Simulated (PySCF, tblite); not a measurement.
Isomers of C7H9NO2. Computed values, GFN2-xTB/tblite, gas phase, harmonic and unscaled. Errors from tens to a few hundred cm⁻¹ against measured bands are possible. One conformer each.

Electronic energies: PBE0/pcSseg-1 single points on the GFN2-xTB geometries (PySCF, gas phase).

```json
{"SMILES": "CO[C@H]1CCC(C#N)=CO1", "electronic energy, lowest = 0 (kJ/mol)": "46.1"}
{"SMILES": "CC(=O)O[C@@H]1CC[C@H]1C#N", "electronic energy, lowest = 0 (kJ/mol)": "2.5"}
{"SMILES": "O=C/C=C1/C[C@@H]1CNC=O", "electronic energy, lowest = 0 (kJ/mol)": "83.0"}
{"SMILES": "CN(C)C(=O)[C@H]1C=CC1=O", "electronic energy, lowest = 0 (kJ/mol)": "56.5"}
{"SMILES": "CC(C)(C#N)CC(=O)C=O", "electronic energy, lowest = 0 (kJ/mol)": "39.2"}
{"SMILES": "CCOc1cc[n+]([O-])cc1", "electronic energy, lowest = 0 (kJ/mol)": "135.0"}
{"SMILES": "COc1ccc(OC)nc1", "electronic energy, lowest = 0 (kJ/mol)": "0.0"}
```

Q: How do GFN2-xTB zero-point energies change the relative energies?

A: 
```
                   SMILES  ZPE (kJ/mol)  of it from modes above 1550 cm⁻¹  electronic (kJ/mol)  with ZPE, lowest = 0 (kJ/mol)  lowest mode (cm⁻¹)  rings
           COc1ccc(OC)nc1         389.3                             181.4                  0.0                            0.0                  79      1
CC(=O)O[C@@H]1CC[C@H]1C#N         389.7                             187.7                  2.5                            2.8                  19      1
      CC(C)(C#N)CC(=O)C=O         382.0                             197.1                 39.2                           31.9                 20i      0
     CO[C@H]1CCC(C#N)=CO1         391.6                             184.4                 46.1                           48.4                  53      1
  CN(C)C(=O)[C@H]1C=CC1=O         386.6                             193.9                 56.5                           53.7                  66      1
   O=C/C=C1/C[C@@H]1CNC=O         384.9                             193.5                 83.0                           78.6                  40      1
     CCOc1cc[n+]([O-])cc1         393.1                             174.3                135.0                          138.8                  55      1
```

The zero-point energies span 11.1 kJ/mol, from `CC(C)(C#N)CC(=O)C=O` to `CCOc1cc[n+]([O-])cc1`. Slightly imaginary modes are left out of the zero-point energy: `CC(C)(C#N)CC(=O)C=O` 19.8i cm⁻¹. The order is unchanged.

Q: And how do the electronic energies of GFN2-xTB itself compare?

A: `COc1ccc(OC)nc1` 0.0; `CC(=O)O[C@@H]1CC[C@H]1C#N` 78.9; `CC(C)(C#N)CC(=O)C=O` 205.4; `CO[C@H]1CCC(C#N)=CO1` 99.4; `CN(C)C(=O)[C@H]1C=CC1=O` 128.8; `O=C/C=C1/C[C@@H]1CNC=O` 182.6; `CCOc1cc[n+]([O-])cc1` 130.4 kJ/mol, lowest = 0. Against the energies above, taken from the same isomer `COc1ccc(OC)nc1`, the largest difference is 166.2 kJ/mol.

Q: What do entropy and thermal enthalpy add at 298.15 K and 1 bar (rigid rotor, harmonic oscillator, one conformer each)?

A: 
| SMILES | point group | symmetry number | S (J/(mol K)) | H − H(0) (kJ/mol) | ZPE + H − H(0) − TS (kJ/mol) |
| --- | --- | --- | --- | --- | --- |
| COc1ccc(OC)nc1 | Cs | 1 | 402.4 | 28.11 | 297.4 |
| CO[C@H]1CCC(C#N)=CO1 | C1 | 1 | 404.5 | 27.99 | 299.0 |
| CN(C)C(=O)[C@H]1C=CC1=O | C1 | 1 | 422.6 | 30.27 | 290.9 |
| O=C/C=C1/C[C@@H]1CNC=O | C1 | 1 | 422.9 | 29.60 | 288.4 |
| CCOc1cc[n+]([O-])cc1 | C1 | 1 | 394.1 | 26.62 | 302.2 |

Not tabulated: `CC(=O)O[C@@H]1CC[C@H]1C#N` (lowest mode only 18 cm⁻¹); `CC(C)(C#N)CC(=O)C=O` (lowest mode only 20i cm⁻¹).
